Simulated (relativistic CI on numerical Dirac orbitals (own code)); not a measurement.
# Mn6+ in a cubic cluster: 3p photoemission with charge transfer

Computed with a charge-transfer multiplet model of a cubic metal-ligand cluster with up to 2 ligand holes, Slater and spin-orbit integrals from Dirac-Coulomb-Breit ions, Slater integrals scaled by 0.8. The ground state mixes d1 with configurations of k ligand holes L, whose averages lie at kΔ + k(k − 1)U_dd/2; a core hole lowers each added d electron by U_cd. 300 K, Lorentzian 0.9 eV and Gaussian 0.8 eV FWHM.

Atomic integrals in eV (Slater integrals scaled, ζ unscaled), ground: F2dd 10.611, F4dd 6.708, zeta_d 0.064; with the core hole: F2dd 10.611, F4dd 6.708, zeta_d 0.069, zeta_core 0.994, F2cd 11.801, G1cd 14.162, G3cd 8.922. Where a configuration has fewer than two d electrons, the dd integrals are those of d2.

Cluster parameters (eV): Δ = 0.9, U_cd = 7, 10Dq = 1.95, 10Dq(ligand) = 0.2, V(eg) = 1.35, V(t2g) = -0.62, final-state hopping factor = 0.8.

```csv
Case,n_d,d1,d2L,d3L2,S
U_dd = 5.6 eV,1.73,0.35,0.57,0.08,0.50
U_dd = 6.3 eV,1.71,0.36,0.57,0.07,0.50
U_dd = 7.7 eV,1.67,0.38,0.56,0.05,0.50
```

Weights, n_d and S are thermal averages at 300 K. Binding energies count from the first peak over 30 % of the highest in each spectrum, which can be another peak from case to case. The parameters are a model scan and need not match a compound or its usual spin state. Peaks in eV (height, largest 100):
- U_dd = 5.6 eV: 0.0 (59), 2.8 (95), 6.2 (100), 11.0 (51), 13.4 (47), 17.8 (34), 24.3 (12), 28.3 (5)
- U_dd = 6.3 eV: 0.0 (63), 2.6 (100), 6.2 (98), 10.6 (49), 13.0 (47), 17.3 (37), 24.2 (12)
- U_dd = 7.7 eV: 0.0 (62), 2.5 (100), 6.1 (84), 10.7 (41), 12.3 (46), 16.7 (36), 22.4 (7), 24.3 (10)

Curve for U_dd = 5.6 eV (points under 2 left out, the grid thinned):

(E (eV), Intensity): (-4.1, 2.7), (-3.3, 3.7), (-2.4, 5.9), (-1.6, 11.2), (-0.8, 33.1), (0.1, 58.7), (0.9, 55.4), (1.7, 81.3), (2.6, 94.7), (3.4, 92.0), (4.2, 83.5), (5.1, 84.7), (5.9, 98.7), (6.7, 94.6), (7.5, 77.9), (8.4, 58.5), (9.2, 48.8), (10.0, 48.2), (10.9, 51.4), (11.7, 49.3), (12.5, 43.4), (13.4, 47.3), (14.2, 41.2), (15.0, 36.1), (15.9, 30.5), (16.7, 27.0), (17.5, 33.3), (18.4, 32.5), (19.2, 25.5), (20.0, 15.9), (20.9, 9.8), (21.7, 8.1), (22.5, 5.8), (23.3, 6.4), (24.2, 12.3), (25.0, 8.6), (25.8, 4.4), (26.7, 4.0), (27.5, 4.6), (28.3, 5.1), (29.2, 3.7), (30.0, 2.5), (30.8, 2.3), (33.0, 3.7), (33.8, 2.2)

For the case U_dd = 6.3 eV, Δ = 0.9 eV is smaller than U_dd = 6.3 eV, the charge-transfer side of the Zaanen-Sawatzky-Allen scheme. With the core hole the average of the configuration with one ligand hole lies at Δ − U_cd = -6.1 eV before mixing: it lies below the unscreened one, so the lowest final states are mostly screened and the unscreened weight appears at higher binding energy as a satellite.

With at most 2 ligand holes the space is cut while the next configuration still counts, so covalency is underestimated, and a final configuration with one more ligand hole, which can lie low, is missing from the spectra.
